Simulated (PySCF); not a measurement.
SMILES C(C1CCCCC1)=C (C₈H₁₄), GFN2-xTB optimised geometry.

```
22

C     -2.10    -1.39     2.10
C     -1.35    -0.64     1.32
C     -0.80    -1.09     0.00
C     -1.32    -0.23    -1.16
C     -0.73     1.18    -1.15
C      0.80     1.11    -1.19
C      1.32     0.32     0.00
C      0.74    -1.09     0.00
H     -2.37    -2.40     1.83
H     -2.48    -1.03     3.04
H     -1.10     0.37     1.62
H     -1.14    -2.12    -0.16
H     -2.41    -0.17    -1.10
H     -1.06    -0.72    -2.10
H     -1.05     1.71    -0.26
H     -1.10     1.73    -2.02
H      1.21     2.12    -1.17
H      1.12     0.63    -2.12
H      1.06     0.83     0.93
H      2.41     0.26    -0.05
H      1.08    -1.62    -0.89
H      1.10    -1.65     0.87
```

Density from B3LYP/def2-SVP in PySCF at that geometry.

Minimum of the electron density along straight lines between bonded atoms, close to the bond critical point (lines longer than 1.1 times the sum of covalent radii, or with two minima, are not listed):

```csv
bond,length / Å,ρ at the minimum / e bohr⁻³,∇²ρ there / e bohr⁻⁵,position (fraction from the first atom)
C1–C2,1.320,0.349,-0.96,0.50
C2–C3,1.499,0.259,-0.62,0.51
C3–C4,1.536,0.242,-0.55,0.50
C4–C5,1.526,0.247,-0.57,0.50
C5–C6,1.525,0.247,-0.57,0.50
C6–C7,1.525,0.247,-0.57,0.50
C3–C8,1.536,0.242,-0.55,0.50
C7–C8,1.526,0.247,-0.57,0.50
C1–H9,1.078,0.282,-1.07,0.63
C1–H10,1.077,0.283,-1.08,0.63
C2–H11,1.081,0.284,-1.07,0.63
C3–H12,1.097,0.276,-0.99,0.62
C4–H13,1.092,0.277,-1.00,0.62
C4–H14,1.093,0.276,-0.99,0.62
C5–H15,1.091,0.277,-1.00,0.62
C5–H16,1.093,0.276,-0.99,0.62
C6–H17,1.092,0.276,-1.00,0.62
C6–H18,1.093,0.276,-0.99,0.62
C7–H19,1.091,0.277,-1.00,0.62
C7–H20,1.093,0.276,-0.99,0.62
C8–H21,1.093,0.276,-0.99,0.62
C8–H22,1.092,0.277,-1.00,0.62
```
